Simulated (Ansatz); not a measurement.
`[OH][GeH]1[CH2][SiH2][O]1`, charge 0, multiplicity 1.

**Question.** Give a relaxed structure at PBE0-D4/def2-TZVP (the Gaussian-basis code of Ansatz). (Estimate.)

**Answer.** Computed: 
Z-matrix (Å, degrees):
```
Ge
C 1 1.969
Si 1 2.585 2 46.7
O 1 1.766 2 117.9 3 111.5
O 1 1.818 2 86.5 3 0.1
H 1 1.529 2 122.8 3 -115.1
H 2 1.090 1 113.6 3 -116.9
H 2 1.090 1 114.3 3 116.7
H 3 1.486 1 125.3 2 -93.1
H 3 1.488 1 125.4 2 93.3
H 4 0.960 1 113.0 2 -50.3
```
This is one stationary point; other conformers may exist.
